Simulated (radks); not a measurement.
Charge is removed step by step from the 5s down level of neutral praseodymium, starting from [Kr] 4d10 4f3 5s(up 1, down 1) 5p6 6s2. Calculated with a radial shooting solver on a logarithmic mesh with Libxc functionals: scalar-relativistic Kohn-Sham, PBEsol, spin-polarised, spherical densities, finite nucleus; open shells are filled with parallel spins first (spin-orbit coupling, left out, can overturn this in heavy ions); Fermi nuclear charge, rms radius 4.8919 fm.

removed (e)  E - E(0) (eV)  eigenvalue (eV)  E minus straight line (eV)
0                    0.000          -38.150                       0.000
0.25                 9.823          -40.511                      -0.942
0.5                 20.256          -43.014                      -1.276
0.75                31.328          -45.622                      -0.969
1                   43.063          -48.313                       0.000

Removing the whole electron costs 43.063 eV by Delta-SCF, against 38.150 eV from minus the eigenvalue at the starting occupation. Slater's transition state (half an electron removed) gives 43.014 eV. Integrating minus the eigenvalue over the occupation (Janak's theorem) gives 43.085 eV. In this scalar-relativistic scheme the density is built from large components alone, so the theorem holds only approximately. The mean slope of the eigenvalue, de/dn, is 10.2 eV per electron.
